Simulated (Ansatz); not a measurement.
System: sum formula H5SiN2O, charge 0, multiplicity 2. It need not be the lowest isomer of its formula. SMILES: N[Si](N)O
Structure (B3LYP-D3(BJ)/def2-TZVP (Ansatz, an electronic-structure program) minimum search):
```
Si
O 1 1.6667
H 2 0.9604 1 116.12
N 1 1.7161 2 101.71 3 162.92
H 4 1.0074 1 120.04 2 176.04
H 4 1.0080 5 112.16 1 -149.35
N 1 1.7163 2 119.09 3 -81.70
H 7 1.0060 1 121.88 2 88.73
H 7 1.0109 8 112.50 1 157.65
```
Charge 0, spin multiplicity 2.

Quantity: atomisation energy (electronic, to ground-state atoms), in kcal/mol. Valence correlation only, unless marked. Open shells are spin-unrestricted. Spin-orbit coupling is left out. No relativistic terms. The coupled-cluster limit lacks core correlation, which all-electron functionals hold. CBS marks a two-point X^-3 extrapolation of the correlation energy; Hartree-Fock from the larger set. [CCSD(T)-MP2]/basis is that difference in the basis named.

```csv
level,program,atomisation energy (kcal/mol),minus last row
HF/cc-pV(T+d)Z,Ansatz,508.8,-254.9
r2SCAN-D4/def2-TZVPD,Ansatz + dftd4,760.0,-3.7
r2SCANh-D4/def2-TZVPD,Ansatz + dftd4,753.1,-10.6
LC-wPBE-D4/def2-TZVPD,Ansatz + dftd4,762.6,-1.1
LC-wPBE/def2-TZVPD,Ansatz,758.3,-5.4
B2GP-PLYP-D3(BJ)/def2-TZVPD,Ansatz + dftd3,751.0,-12.7
PBE-QIDH/def2-TZVPD,Ansatz,745.5,-18.2
MP2/STO-3G,Ansatz,576.0,-187.7
MP2/6-31G,Ansatz,577.0,-186.7
MP2/cc-pV(D+d)Z,Ansatz,680.7,-83.0
MP2/cc-pV(Q+d)Z,Ansatz,767.7,4.0
RI-MP2/cc-pV(Q+d)Z,Ansatz,767.5,3.8
CCSD(T)/cc-pVTZ,Ansatz,729.5,-34.2
"RI-MP2/CBS(cc-pV(T+d)Z,cc-pV(Q+d)Z)+[CCSD(T)-MP2]/cc-pV(D+d)Z",Ansatz,764.7,1.0
"CCSD(T)/CBS(cc-pV(T+d)Z,cc-pV(Q+d)Z)",Ansatz,763.7,0.0
```
